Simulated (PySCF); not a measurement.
These compounds are isomers of formula C10H12.

A. SMILES C/C=C\C=C/C#CC1CC1
B. `C=C(C)c1cccc(C)c1`
C. `C=Cc1cccc(CC)c1`

Spectrum 1. ¹H NMR (300 MHz, computed): δ 7.59 (s, 1H), 7.53 (m, 1H), 7.38 (m, 1H), 7.33 (d, 1H), 5.52 (m, 1H), 5.41 (m, 1H), 2.51 (s, 3H), 2.25 (s, 3H). ¹³C{¹H} NMR (computed): δ 154.5 (C), 148.8 (C), 143.4 (C), 133.7 (CH), 133.5 (CH), 132.7 (CH), 127.3 (CH), 119.2 (CH2), 25.1 (CH3), 24.2 (CH3).

Spectrum 2. ¹H NMR (300 MHz, computed): δ 7.93 (s, 1H), 7.56 (m, 1H), 7.33 (d, 1H), 7.19 (d, 1H), 6.84 (m, 1H), 6.29 (m, 1H), 5.59 (m, 1H), 2.66 (q, 2H), 1.22 (t, 3H). ¹³C{¹H} NMR (computed): δ 151.3 (C), 145.0 (CH), 141.8 (C), 134.7 (CH), 133.5 (CH), 133.5 (CH), 127.1 (CH), 117.8 (CH2), 35.3 (CH2), 22.6 (CH3).

Spectrum 3. ¹H NMR (300 MHz, computed): δ 6.80 (m, 1H), 6.77 (m, 1H), 5.81 (m, 1H), 5.74 (d, 1H), 1.95 (d, 3H), 1.54 (m, 1H), 0.88 (m, 2H), 0.74 (m, 2H). ¹³C{¹H} NMR (computed): δ 138.9 (CH), 136.9 (CH), 134.0 (CH), 116.5 (CH), 115.3 (C), 80.8 (C), 17.2 (CH3), 12.7 (CH2), 4.0 (CH).

Calculated, not measured (PySCF 2.14.0 with density-fitted response routines): GFN2-xTB structure, GIAO PBE0/pcSseg-1 shieldings. In vacuum, a single conformation, non-relativistic, fast rotation and ring inversion assumed for equivalent nuclei.

Referencing at the same level of theory: ¹H and ¹³C vs TMS. Where no couplings were computed, multiplicities follow the n + 1 count of equivalent neighbours, and m marks all less simple cases (inequivalent or close neighbours, rings, F or P nearby). Shifts are as computed. Against solution values, carbons near 30 ppm lie about +3 ppm off and those near 130 ppm about +5 ppm. Of 1211 compounds with measured shifts, 218 miss one by over three times the rms of a fit or turn the order of signals round; such compounds aren't used in these exercises.

Match each spectrum to its structure.

Answers

1–B, 2–C, 3–A.

- Spectrum 1 (B): 10 ¹³C signals; δC 154.5 is a fully substituted alkene carbon; δC 133.7 is an aromatic CH.
- Spectrum 2 (C): 10 ¹³C signals; δC 145.0 is an alkene CH; δC 134.7 is an aromatic CH.
- Spectrum 3 (A): 9 ¹³C signals; δC 138.9 is an alkene CH; δC 136.9 is an alkene CH.
